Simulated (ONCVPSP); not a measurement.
**What the settings do to the ONCV potential of oxygen (O)**

Base potential:

oxygen, optimised norm-conserving Vanderbilt (ONCV), made with ONCVPSP 4.0.1 (BLYP, scalar-relativistic). Core [He], reference 2s2 2p4. Waves: 2s: rc 0.90 bohr, ncon 3, nbas 8, qcut 8.3 1/bohr, 3 projectors, debl 3.9 Ha; 2p: rc 1.30 bohr, ncon 3, nbas 7, qcut 10.2 1/bohr, 1 projector; d scattering state at 0.03 Ha: rc 1.00 bohr, ncon 4, nbas 9, qcut 9.6 1/bohr, 3 projectors, debl 1.1 Ha. Local part: polynomial inside 0.75 bohr (lpopt 4, dvloc0 6 Ha). Core correction: Teter function, parameters optimised by the program.

All-electron outer shells of the reference configuration (BLYP, scalar-relativistic, ld1.x):

```tsv
shell	level (eV)	outermost node (bohr)	outermost maximum (bohr)
1s	-515.45	–	0.13
2s	-23.83	0.28	0.87
2p	-9.02	–	0.82
```

Cutoffs, loose and tight: the cutoffs (Ha) at which the residual kinetic energy of the hardest occupied pseudo-wave falls to 1 and 0.1 mHa per electron. They do not see the model core or the augmentation charge, which bear on the density cutoff. Test errors are all-electron minus pseudo excitation energies from the reference, over the configurations 2s2 2p3; 2s2 2p2; 2s2 2p1; 2s0 2p6. A dash means not determined; rows that change the core or the reference have their own tests. The largest error is taken over the tests solved by every variant that gives reliable tests at all: 2s0 2p6; 2s2 2p2; 2s2 2p3.

A true bound ghost makes a file unfit for plane-wave use even where its test errors are small: the radial tests pick states by their node count and pass the ghost by.

| change | outcome | cutoff, loose | cutoff, tight | bound ghosts | GHOST(+) flags above zero | largest test error (meV) |
| --- | --- | --- | --- | --- | --- | --- |
| base | generated | 35 Ha | 145 Ha | none | d | +98 |
| s: rc 0.86 | generated | 35 Ha | 201 Ha | none | d | +95 |
| local potential polynomial inside 0.75 bohr (lpopt 4, dvloc0 0.5 Ha) | generated | 35 Ha | 145 Ha | d | d | +99 |
| p: rc 1.42 | generated | 33 Ha | 145 Ha | none | d | +129 |
| all radii but the core radius scaled by about 1.27 (s 1.14, p 1.66, d 1.28 bohr); local potential polynomial inside 0.96 bohr (lpopt 4, dvloc0 6 Ha) | generated | 29 Ha | 35 Ha | none | d | +67 |
| s: debl 1.7 | generated | 35 Ha | 145 Ha | none | s, d | +98 |
| d: nproj 1 | generated | 35 Ha | 145 Ha | none | none | +98 |
| s: qcut 11.6; p: qcut 14.3; d: qcut 13.4 | failed: ERROR pspot: first pseudo wave function has node, program will stop | – | – | – | – | – |

Task: What comes out with this change to the base: p: qcut 8.3?

Result: outcome: generated; cutoff, loose: 31 Ha; cutoff, tight: 145 Ha; bound ghosts: none; GHOST(+) flags above zero: d; largest test error (meV): +156.
